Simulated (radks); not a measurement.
Values are calculated unless marked as measured or tabulated.
All-electron atom: Cd XII in [Kr] 5d1 (not the ground configuration). Level of theory: scalar-relativistic Kohn-Sham, LDA (Slater exchange, Perdew-Zunger correlation), spin-polarised, spherical densities, finite nucleus; open shells are filled with parallel spins first (spin-orbit coupling, left out, can overturn this in heavy ions); Fermi nuclear charge, rms radius 4.6087 fm (a radial shooting solver on a logarithmic mesh with Libxc functionals). Some entries of the table are withheld. Estimate them.

orbital  occ.  eigenvalue (eV)  <r^2> (bohr^2)  <1/r> (bohr^-1)
1s up       1        -26737.69        0.001252            50.58
1s down     1        -26737.69        0.001252            50.58
2s up       1        -4182.025         0.02046            11.51
2s down     1        -4181.902         0.02046            11.51
2p up       3        -3780.438         0.01611            11.11
2p down     3        -3780.340         0.01611            11.11
3s up       1        -972.4641          0.1462            4.073
3s down     1        -972.3782          0.1462            4.073
3p up       3        -840.7160          0.1468            3.886
3p down     3        -840.6241          0.1468            3.886
3d up       5              (1)          0.1309            3.666
3d down     5              (2)          0.1308            3.667
4s up       1        -323.0933          0.7509            1.707
4s down     1        -322.8238          0.7501            1.707
4p up       3        -280.3024          0.8356              (3)
4p down     3        -280.0108          0.8337              (4)
5d up       1        -113.1098           3.952           0.7271
5d down     0        -110.7956           3.948           0.7295

Answer. 
(1) 3d up eigenvalue (eV): -634.9455
(2) 3d down eigenvalue (eV): -634.8281
(3) 4p up <1/r> (bohr^-1): 1.593
(4) 4p down <1/r> (bohr^-1): 1.594
